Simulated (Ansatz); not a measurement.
Basis-set extrapolation for `CC1[NH][AlH][O]1` (PBE0-D4/def2-TZVP geometry, frozen core, the Gaussian-basis code of Ansatz). Multiplicity 1, RHF reference.

```json
{"": "HF", "def2-TZVPP": "-450.597728", "def2-QZVPP": "-450.615199"}
{"": "MP2 correlation", "def2-TZVPP": "-0.862170", "def2-QZVPP": "-0.923607"}
{"": "CCSD(T) correlation", "def2-TZVPP": "-0.928297", "def2-QZVPP": "not run"}
```

Energies in hartree. Use E(X) = E(∞) + A·exp(−7.88·√X) for Hartree–Fock and E(X) = E(∞) + B·X^(−2.97) for correlation, with X = 3 and 4, and add CCSD(T) minus MP2 of the smaller set to the MP2 limit.

Question: What is the CCSD(T) energy at the basis-set limit?

Answer: HF limit: -450.615199 + (-0.017471) × 0.13774 = -450.61761. MP2 limit: -0.923607 + (-0.061437) × 0.74074 = -0.96912. Higher-order term: -0.928297 − (-0.862170) = -0.06613. Total: -451.65286 hartree, 333.0 kJ/mol below CCSD(T)/def2-TZVPP.
